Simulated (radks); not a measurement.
Kinetic energies: the exact non-interacting value of the Kohn-Sham orbitals and orbital-free approximations, as 100 (|E| - |E exact|)/|E exact|, negative where the magnitude is too small. Species: Zn [Ar] 3d10 4s2; F6+ [He] 2s1. All-electron calculation, non-relativistic Kohn-Sham, PBE, spin-polarised, spherical densities, point nucleus. Program: a radial shooting solver on a logarithmic mesh with Libxc functionals. Every spin shell is full or empty, so the densities are truly spherical. Functionals are evaluated on that one density, not self-consistently.

functional            Zn      F6+
exact (hartree)  1777.93  82.1973
Thomas-Fermi       -6.35    -9.93
TF + vW           +43.00   +83.73
TF + vW/5          +3.52    +8.80
APBEK              -0.01    +0.24
revAPBEK           +0.23    +1.06
Perdew 92          -0.86    +0.50
Thakkar            -0.55    +0.48
Pearson            -1.29    -3.99
PG1               +18.48   +48.02
DePristo-Kress     -0.19    -0.12
Ernzerhof          -0.48    +3.28
